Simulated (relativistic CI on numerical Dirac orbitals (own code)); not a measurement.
## Sb14+: what numerical and physical settings do to a radial Dirac CI calculation

Reference input:

```
atom Sb  Z=51  charge=14  electrons=37
nucleus A=121  rms_radius_fm=4.6802
hamiltonian dirac-coulomb  breit=on  qed=on  c_scale=1
orbitals kli  potential=per-configuration
slater_scale 1
correlation none
mixing on
grid step=0.0125 r_max=9.9
scf mixing=0.4 start=green max_iterations=150 tolerance=2e-08 node_fill=0.05
configurations
  [Kr] 4d
  [Ar] 3d10 4s2 4p5 4d2
end
```

Computed lowest total energy -6404.54377 Ha, first excitation 15118.6 cm⁻¹, 21 SCF steps. Runs with settings changed; * marks those that are bad on purpose (the QED terms keep the true α when c is scaled):

```tsv
Changed	Outcome	Lowest level	ΔE (Ha)	First excitation (cm⁻¹)	SCF steps	Message
SCF tolerance 1e-06, iteration limit 30, Breit term off	converged	4p6 4d 2D_3/2	-4.73	15635.6	20	
SCF tolerance 0.0001	converged	4p6 4d 2D_3/2	5.61e-07	15118.6	16	
Slater scale 0.5	converged	4p6 4d 2D_3/2	0	15118.6	21	
QED terms off	converged	4p6 4d 2D_3/2	-3.16	15073.9	21	
SCF tolerance 0.3 *	converged	4p6 4d 2D_3/2	0.145	15317.5	6	
speed of light × 0.2 *	not converged				1	SCF of 1s2 2s2 2p6 3s2 3p6 3d10 4s2 4p6 4d stopped: an orbital could not be found
```
